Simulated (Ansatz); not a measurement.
`B[SiH](N)F`. The species carries charge 0 and has multiplicity 1. The geometry is a stationary point of PBE0-D4/def2-TZVP. It is one conformer, not always the lowest.

```xyz
9

B    -0.100   -1.306    0.953
Si   -0.342    0.548    0.226
N     0.652    0.655   -1.152
F    -1.917    0.737   -0.067
H     0.249   -1.540    2.072
H    -0.272   -2.246    0.230
H     0.033    1.697    1.087
H     1.007    1.529   -1.503
H     0.689   -0.074   -1.846
```

What is the dipole moment at ωB97M-V/def2-TZVPP? (Estimate.)

The calculation gave: 1.92 D, with components (1.63, -0.21, -1.00) D in this frame, pointing from negative to positive charge.

And with PBE, r2SCAN, B3LYP? (An estimate is asked.)

The calculation gave: PBE 2.02 D, r2SCAN 1.99 D, B3LYP 1.96 D.

Give the Mulliken charges with ωB97M-V, B3LYP, r2SCAN in def2-TZVPP. (An estimate is asked.)

Ansatz gave: 
| atom | ωB97M-V | B3LYP | r2SCAN |
| --- | --- | --- | --- |
| B1 | -0.20 | -0.10 | -0.08 |
| Si2 | 0.52 | 0.56 | 0.61 |
| N3 | -0.36 | -0.39 | -0.44 |
| F4 | -0.32 | -0.33 | -0.33 |
| H5 | 0.09 | 0.06 | 0.02 |
| H6 | 0.08 | 0.05 | 0.01 |
| H7 | -0.07 | -0.12 | -0.12 |
| H8 | 0.12 | 0.14 | 0.16 |
| H9 | 0.12 | 0.14 | 0.16 |

B3LYP here is the variant with VWN-RPA as its local correlation; programs differ in this.
